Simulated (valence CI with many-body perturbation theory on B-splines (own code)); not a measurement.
## In18+: electric-dipole lines

Level of theory: configuration interaction combined with many-body perturbation theory (CI+MBPT): three valence electrons over a frozen Dirac-Fock core [Ar] 3d10, a basis of 11 s, 11 p, 9 d, 7 f, 5 g, 2 h, 1 i functions for each j, with the one-electron correlation potential Σ1 (screened to all orders), the two-electron term Σ2, the three-electron term Σ3, Breit, model QED; selected single and double excitations, second order for the rest (own B-spline code, finite nucleus).

No measured spectrum was set against this ion. As an estimate, levels hold to about 250 cm⁻¹ or 0.2 % of their energy and the worst to 1 %, as in measured heavy ions of charge 2 to 7; those with d or f electrons hold less well.

Lines 51 to 100 of 274 in falling wavelength, among levels below 1529100 cm⁻¹, chosen from the strongest by gf and those to the six lowest levels. Wavelengths and rates use the calculated energies, so an error of 2000 cm⁻¹ moves a line at 255.4 Å by 0.51 % and its rate by three times that or more. Electric multipoles are in the length gauge, E1 and E2 with the static RPA response of the core. Weak lines are less certain than strong ones. Lines between different terms over intervals too small for the method are left out, as are lines whose strength nearly cancels. The highest levels of a list are the least certain.

Names give the largest LS component (configuration and term), which can be under half, so a name can repeat, a term be missing and a line seem to break the LS rules; names also repeat where a configuration has a term twice. Letters in brackets count levels of one name in rising energy.

```tsv
λ vac (Å)	Upper	Lower	A (s⁻¹)	log gf	Branch %
255.4	4p2 4d 2F_7/2 [b]	4s 4p 4d 2F°_7/2 [b]	7.18e+09	-0.25	3.4
254.7	4p3 4S°_3/2 [a]	4s 4p2 4P_5/2	1.84e+10	-0.14	41.1
252.4	4p3 4S°_3/2 [b]	4s 4p2 2D_3/2	3.34e+09	-0.89	5.8
252.0	4p2 4d 4P_5/2	4s 4p 4d 4D°_7/2	1.29e+10	-0.13	6.5
251.6	4p2 4d 4F_3/2	4s 4p 4d 4F°_3/2	7.67e+09	-0.54	21.4
249.7	4p2 4d 4D_7/2	4s 4p 4d 2D°_5/2 [a]	8.09e+09	-0.22	22.7
249.4	4p2 4d 4P_3/2	4s 4p 4d 4D°_5/2	8.48e+09	-0.50	4.2
249.3	4p3 2D°_5/2	4s 4p2 2D_3/2	3.98e+09	-0.65	16.8
249.2	4p2 4d 4P_1/2	4s 4p 4d 4P°_3/2	1.23e+10	-0.64	7.7
248.3	4p2 4d 2G_7/2	4s 4p 4d 2F°_5/2 [a]	5.01e+09	-0.43	12.4
246.0	4s 4p 4d 2F°_7/2 [a]	4s2 4d 2D_5/2	9.70e+09	-0.15	16.9
245.9	4p2 4d 4F_7/2	4s 4p 4d 4P°_5/2	1.25e+10	-0.04	40.8
242.2	4p2 4d 2F_7/2 [a]	4s 4p 4d 4F°_7/2	5.32e+09	-0.43	24.2
241.6	4p2 4d 2F_7/2 [b]	4s 4p 4d 2F°_7/2 [a]	4.37e+09	-0.51	2.1
239.1	4p3 4S°_3/2 [a]	4s 4p2 4P_3/2	7.07e+09	-0.62	15.8
239.1	4s 4p 4d 2P°_3/2 [a]	4s2 4d 2D_3/2	9.37e+09	-0.49	5.3
237.5	4p2 4d 4F_7/2	4s 4p 4d 4F°_7/2	3.87e+09	-0.58	12.7
237.4	4p2 4d 4D_7/2	4s 4p 4d 4D°_7/2	4.74e+09	-0.49	13.3
235.0	4p2 4d 2F_5/2 [a]	4s 4p 4d 4F°_5/2	6.90e+09	-0.47	31.4
233.1	4s 4p 4d 2F°_7/2 [b]	4s2 4d 2D_5/2	2.05e+10	0.13	12.0
230.9	4s 4p2 2D_3/2	4s2 4p 2P°_1/2	1.80e+10	-0.24	97.1
230.7	4p2 4d 2D_3/2 [a]	4s 4p 4d 4D°_5/2	5.75e+09	-0.74	7.0
230.3	4p2 4d 4F_9/2	4s 4p 4d 4F°_7/2	6.83e+09	-0.27	28.1
230.0	4p2 4d 2D_5/2	4s 4p 4d 2D°_3/2 [a]	6.52e+09	-0.51	3.6
228.4	4p2 4d 2F_7/2 [a]	4s 4p 4d 4F°_5/2	5.89e+09	-0.43	26.8
227.0	4p2 4d 2P_1/2 [a]	4s 4p 4d 2D°_3/2 [a]	2.00e+10	-0.51	11.9
226.7	4p2 4d 2F_5/2 [a]	4s 4p 4d 4F°_3/2	4.79e+09	-0.66	21.8
225.3	4p2 4d 4D_5/2	4s 4p 4d 4F°_7/2	9.57e+09	-0.36	14.9
225.0	4s 4p 4d 2F°_5/2 [b]	4s2 4d 2D_3/2	2.76e+10	0.10	15.5
224.3	4p3 4S°_3/2 [b]	4s 4p2 4P_5/2	1.17e+10	-0.45	20.5
222.1	4p3 2P°_1/2	4s 4p2 2D_3/2	3.58e+10	-0.28	69.3
221.9	4p3 2D°_5/2	4s 4p2 4P_5/2	6.18e+09	-0.56	26.1
221.9	4p2 4d 2D_3/2 [b]	4s 4p 4d 4D°_5/2	9.68e+09	-0.54	5.0
221.4	4p2 4d 2D_3/2 [a]	4s 4p 4d 2F°_5/2 [a]	1.80e+10	-0.28	21.9
220.9	4p2 4d 4P_5/2	4s 4p 4d 4D°_3/2	8.29e+09	-0.44	4.2
220.9	4p2 4d 4D_7/2	4s 4p 4d 4F°_9/2	9.95e+09	-0.23	27.9
220.5	4p2 4d 4P_3/2	4s 4p 4d 4D°_1/2	6.08e+09	-0.75	3.0
219.9	4p2 4d 2P_3/2	4s 4p 4d 4F°_3/2	1.49e+10	-0.37	26.5
219.2	4p2 4d 2F_5/2 [b]	4s 4p 4d 4D°_5/2	6.71e+09	-0.54	3.2
219.2	4p2 4d 2F_5/2 [b]	4s 4p 4d 4D°_7/2	7.41e+09	-0.49	3.5
218.9	4p2 4d 4P_3/2	4s 4p 4d 4D°_3/2	1.03e+10	-0.53	5.2
218.6	4p2 4d 4D_1/2	4s 4p 4d 4F°_3/2	3.08e+10	-0.36	63.4
217.8	4p2 4d 2G_9/2	4s 4p 4d 4F°_9/2	1.39e+10	0.00	52.2
217.7	4s 4p 4d 2P°_1/2 [a]	4s2 4d 2D_3/2	1.83e+10	-0.59	12.3
217.6	4p2 4d 4P_5/2	4s 4p 4d 4P°_5/2	1.31e+10	-0.25	6.6
216.6	4p2 4d 2G_7/2	4s 4p 4d 4F°_7/2	6.65e+09	-0.43	16.4
216.1	4p2 4d 2D_3/2 [b]	4s 4p 4d 2D°_3/2 [a]	9.38e+09	-0.58	4.9
215.4	4p3 4S°_3/2 [a]	4s 4p2 4P_1/2	1.16e+10	-0.49	25.9
214.1	4s 4p2 2S_1/2	4s2 4p 2P°_3/2	4.86e+10	-0.17	91.5
213.9	4s 4p2 2P_1/2	4s2 4p 2P°_1/2	6.64e+10	-0.04	96.5
```
